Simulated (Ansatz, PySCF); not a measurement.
Gas-phase reaction R1 → 3 P1 + P2, each structure at its B3LYP-D3(BJ)/def2-TZVP stationary point, reached from a drawn start (curvature not checked).
R1: O3S (SMILES O=S(=O)=O), charge 0, multiplicity 1.
P1: O atom, charge 0, multiplicity 3.
P2: S atom, charge 0, multiplicity 3.

| level | reaction energy (kJ/mol) | minus CCSD(T)/cc-pV(Q+d)Z |
|---|---|---|
| HF/cc-pV(D+d)Z | 430.7 | -969.4 |
| HF/cc-pV(T+d)Z | 580.2 | -819.9 |
| HF/cc-pV(Q+d)Z | 590.7 | -809.4 |
| SVWN5/def2-TZVPP | 1901.1 | 501.0 |
| PBE/def2-TZVPP | 1564.4 | 164.3 |
| BLYP/def2-TZVPP | 1462.8 | 62.7 |
| revPBE/def2-TZVPP | 1462.2 | 62.1 |
| r2SCAN/def2-TZVPP | 1470.5 | 70.4 |
| B97M-V/def2-TZVPP | 1447.3 | 47.2 |
| B3LYP/def2-TZVPP | 1388.0 | -12.1 |
| PBE0/def2-TZVPP | 1416.1 | 16.0 |
| BHLYP/def2-TZVPP | 1206.9 | -193.2 |
| M06-2X/def2-TZVPP | 1404.7 | 4.6 |
| CAM-B3LYP/def2-TZVPP | 1399.4 | -0.7 |
| wB97X-V/def2-TZVPP | 1429.2 | 29.1 |
| wB97M-V/def2-TZVPP | 1430.2 | 30.1 |
| B2PLYP/def2-TZVPP | 1405.5 | 5.4 |
| MP2/cc-pV(D+d)Z | 1253.8 | -146.3 |
| MP2/cc-pV(T+d)Z | 1492.6 | 92.5 |
| MP2/cc-pV(Q+d)Z | 1551.2 | 151.1 |
| SCS-MP2/cc-pV(D+d)Z | 1190.5 | -209.6 |
| SCS-MP2/cc-pV(T+d)Z | 1427.3 | 27.2 |
| SCS-MP2/cc-pV(Q+d)Z | 1488.5 | 88.4 |
| CCSD/cc-pV(D+d)Z | 1062.7 | -337.4 |
| CCSD/cc-pV(T+d)Z | 1263.9 | -136.2 |
| CCSD/cc-pV(Q+d)Z | 1316.8 | -83.3 |
| CCSD(T)/cc-pV(D+d)Z | 1120.5 | -279.5 |
| CCSD(T)/cc-pV(T+d)Z | 1342.0 | -58.1 |
| CCSD(T)/cc-pV(Q+d)Z | 1400.1 | 0.0 |

 The comparison column counts from a level with limits of its own.

P less R. No zero-point or thermal terms; singlets are restricted closed shells; open shells are unrestricted; no spin–orbit coupling.

Correlated levels freeze the cores.

Codes used: Ansatz (Gaussian basis) for Hartree–Fock, density functionals and correlated methods; PySCF for M06-2X. All values are computed, each at the level named.

Ansatz is a program for electronic structure.
